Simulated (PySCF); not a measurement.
H5Mo, SMILES [MoH5+] (connectivity only; charge and spin as stated), charge +1, multiplicity 1.

Geometry: B3LYP-D3(BJ)/def2-TZVPD. A frequency run showed that this geometry is not a minimum. The multiplicity is an assumed one; other spin states were not compared. The def2 effective core potentials stand for the cores of Mo; spin–orbit coupling is left out.

Two levels are set side by side: TDA-PBE/def2-TZVPD (PySCF) and TDA-M06-2X/def2-TZVPD (PySCF). Vertical, same geometry. The lowest singlet is HOMO−1→LUMO 100 % with PBE and HOMO−3→LUMO 99 % with the other functional; states are paired by order. Differences are taken from unrounded values.

```tsv
quantity	TDA-M06-2X	TDA-PBE	TDA-PBE minus TDA-M06-2X
lowest singlet excitation (eV)	2.31	2.64	0.33
lowest triplet excitation (TDA) (eV)	1.97	2.04	0.07
```

Rough cost on one machine, each run with all the roots and properties that it gave: TDA-M06-2X against TDA-PBE about 6 times.
